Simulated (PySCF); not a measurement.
C2H5FGaN.
Atom-mapped SMILES: `[CH:1]#[C:2][Ga@H-:3]([NH3+:4])[F:5]` (hydrogens: H6 on C1; H7 on Ga3; H8, H9, H10 on N4)
Bond orders are those of one Lewis drawing.

Computed by this run: PBE0-D3(BJ)/def2-SVP geometry optimisation, gas phase in PySCF; density fitting, grid level 1; the optimiser is geomeTRIC in internal coordinates, started from a GFN2-xTB structure with every atom displaced at random (about 0.01 Å).

Step 0: E = -58715.1628 eV
```
atom  x, y, z in Å  |  force x, y, z in eV/Å
C1      2.7702    0.0976    0.5216   -3.514   0.392  -1.187
C2      1.6122    0.2116    0.1062    0.983  -0.285   0.249
Ga3    -0.1810    0.3524   -0.6958    0.840  -0.050   0.899
N4     -1.4313   -0.2044    0.9626   -0.815   0.431  -0.182
F5     -0.7080   -1.0867   -1.5517   -0.162  -0.579  -0.262
H6      3.7288    0.0517    0.8914    2.041  -0.166   0.749
H7     -0.7037    1.6567   -1.2627   -0.323   0.670  -0.211
H8     -2.3983   -0.2793    0.5965    0.602   0.021   0.197
H9     -1.1487   -1.1477    1.1993    0.152  -0.384   0.091
H10    -1.4896    0.3271    1.8403    0.198  -0.050  -0.341
```

Step 1: E = -58715.2927 eV
```
atom  x, y, z in Å  |  force x, y, z in eV/Å
C1      2.6693    0.0971    0.5746    0.164   0.045   0.036
C2      1.5617    0.1687    0.0677   -0.097  -0.015  -0.080
Ga3    -0.1988    0.3496   -0.7377    0.042  -0.264   0.096
N4     -1.3719   -0.2076    0.9458   -0.210  -0.159  -0.223
F5     -0.7564   -1.1125   -1.6101    0.101   0.206   0.123
H6      3.6615    0.0549    0.9996   -0.173  -0.033  -0.044
H7     -0.7531    1.7051   -1.2713   -0.052   0.026  -0.002
H8     -2.3525   -0.2769    0.6662    0.036   0.042  -0.008
H9     -1.0804   -1.1582    1.1833    0.080   0.060   0.022
H10    -1.3290    0.3587    1.7896    0.109   0.092   0.080
```

Question: Estimate the geometry and energy of step 2. (The exact step hangs on the optimiser's Hessian estimate; all steps are aligned on step 1, rigid shifts and turns removed.)

Answer: E = -58715.3002 eV, largest force 0.120 eV/Å
```
atom  x, y, z in Å  |  force x, y, z in eV/Å
C1      2.6622    0.0934    0.5699    0.015   0.024  -0.006
C2      1.5546    0.1718    0.0643    0.025   0.020  -0.003
Ga3    -0.2021    0.3542   -0.7290    0.016  -0.069   0.041
N4     -1.3731   -0.2068    0.9399   -0.106  -0.039  -0.041
F5     -0.7258   -1.1113   -1.5986   -0.001   0.033  -0.009
H6      3.6473    0.0347    0.9989   -0.016  -0.025   0.008
H7     -0.7751    1.7047   -1.2632   -0.027   0.001   0.010
H8     -2.3528   -0.2826    0.6616    0.015   0.017   0.018
H9     -1.0628   -1.1490    1.1842    0.030   0.019   0.011
H10    -1.3219    0.3699    1.7796    0.048   0.020  -0.029
```

The energy changes by -0.0075 eV. The first-order estimate −F·Δx gives -0.0121 eV and the mean of the old and new forces, exact on a quadratic surface, -0.0075 eV. The step makes an angle of 70° with the force vector and moves no atom by more than 0.033 Å.

The cost below is that of the whole optimisation. The run took 42 s of wall time on Arm Neoverse V1, one thread (shared host), and the process peaked at 0.48 GiB of memory.
